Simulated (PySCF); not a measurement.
Ionisation energy of Cs by level of theory

Cs [Xe] 6s1 (2S) → Cs⁺ [Xe] (1S), as a difference of total energies. Calculation: PySCF 2.14, in aug-cc-pwCVTZ-X2C (11s10p8d4f, 109 functions); the spin-free X2C one-electron Hamiltonian (Gaussian nucleus). Correlated levels: valence and next inner shell: [Kr] 4d10 frozen. The calculations carry no spin-orbit coupling.

```
                                method  ionisation energy (eV)  error (eV)
                                   UHF                   3.479      -0.415
                                   LDA                   4.110      +0.216
                                   PBE                   3.979      +0.085
                                  PBE0                   3.894       0.000
                                r2SCAN                   3.774      -0.120
                                M06-2X                   3.810      -0.084
                                 TPSSh                   3.748      -0.146
                               LC-wPBE                   3.706      -0.188
    MP2 (valence and next inner shell)                   3.825      -0.069
SCS-MP2 (valence and next inner shell)                   3.756      -0.138
```

Reference: 3.894 eV (measured; NIST Atomic Spectra Database, ionization energies).

Errors of the correlated levels include the incompleteness of this basis and the frozen core.
